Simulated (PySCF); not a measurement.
Compound: C₅H₆O₃S.
Structure used (GFN2-xTB), in Å, numbered top down from 1:
```xyz
15
C5H6O3S angstrom
C     -2.4202    0.6882   -0.0571
S     -1.6209   -0.6120   -1.1120
O     -2.1328   -1.8900   -0.6282
C     -0.0031   -0.4391   -0.3330
C      0.6564   -1.2187    0.5645
C      1.9356   -0.6333    0.7496
C      1.9601    0.4569   -0.0673
O      2.9234    1.3627   -0.2745
O      0.7970    0.5930   -0.7368
H     -1.9224    1.6326   -0.2430
H     -3.4656    0.7492   -0.3416
H     -2.3336    0.3958    0.9833
H      0.2671   -2.0974    1.0345
H      2.7236   -0.9691    1.3882
H      2.6312    1.9893   -0.9485
```

PySCF, density fitting, gas phase, GFN2-xTB geometry. The standard run uses grid level 2 after a coarse-grid start, the def2-universal JK fitting basis (with tight functions added where the orbital basis needs them), an energy threshold of 1e-9 Eh and DIIS. The changed runs have no coarse-grid stage.

Problem. Standard PBE0/def2-SVPD: E = -816.917680 Eh, HOMO -6.298 eV, LUMO -0.371 eV, dipole 3.857 D, 15 cycles (coarse-grid cycles included). What changes at PBE0/def2-SVPD with: start guess sap, level shift 0.2 Eh?

Solution. E = -816.917680 Eh (0.000 mEh), HOMO -6.298 eV (0.000), LUMO -0.371 eV (0.000), dipole 3.857 D (0.000), 19 SCF cycles. The result matches the standard run within 0.02 mEh and 0.003 eV; such settings steer the iterations and don't enter the energy expression.

The cycles:
```
cycle   1  E = -785.8918890323  dE =  2.649e+01  |g| = 7.657e+00  |ddm| = 1.168e+02
cycle   2  E = -683.7107417628  dE =  1.022e+02  |g| = 1.627e+01  |ddm| = 1.597e+02
cycle   3  E = -776.2022875878  dE = -9.249e+01  |g| = 9.426e+00  |ddm| = 1.193e+02
cycle   4  E = -812.9180479370  dE = -3.672e+01  |g| = 3.518e+00  |ddm| = 5.165e+01
cycle   5  E = -809.9255865745  dE =  2.992e+00  |g| = 4.226e+00  |ddm| = 1.541e+01
cycle   6  E = -816.8296455550  dE = -6.904e+00  |g| = 4.651e-01  |ddm| = 1.170e+01
cycle   7  E = -816.8925484495  dE = -6.290e-02  |g| = 2.857e-01  |ddm| = 2.042e+00
cycle   8  E = -816.9132119166  dE = -2.066e-02  |g| = 1.082e-01  |ddm| = 7.107e-01
cycle   9  E = -816.9164108301  dE = -3.199e-03  |g| = 5.558e-02  |ddm| = 3.490e-01
cycle  10  E = -816.9175518740  dE = -1.141e-03  |g| = 1.628e-02  |ddm| = 1.843e-01
cycle  11  E = -816.9176552973  dE = -1.034e-04  |g| = 7.828e-03  |ddm| = 7.464e-02
cycle  12  E = -816.9176751171  dE = -1.982e-05  |g| = 2.831e-03  |ddm| = 3.040e-02
cycle  13  E = -816.9176787936  dE = -3.677e-06  |g| = 1.656e-03  |ddm| = 1.455e-02
cycle  14  E = -816.9176796910  dE = -8.974e-07  |g| = 1.392e-03  |ddm| = 7.842e-03
cycle  15  E = -816.9176802414  dE = -5.503e-07  |g| = 3.795e-04  |ddm| = 3.959e-03
cycle  16  E = -816.9176803272  dE = -8.577e-08  |g| = 1.434e-04  |ddm| = 1.887e-03
cycle  17  E = -816.9176803433  dE = -1.614e-08  |g| = 5.800e-05  |ddm| = 8.147e-04
cycle  18  E = -816.9176803465  dE = -3.235e-09  |g| = 3.027e-05  |ddm| = 4.014e-04
cycle  19  E = -816.9176803473  dE = -7.915e-10  |g| = 1.098e-05  |ddm| = 1.729e-04
```
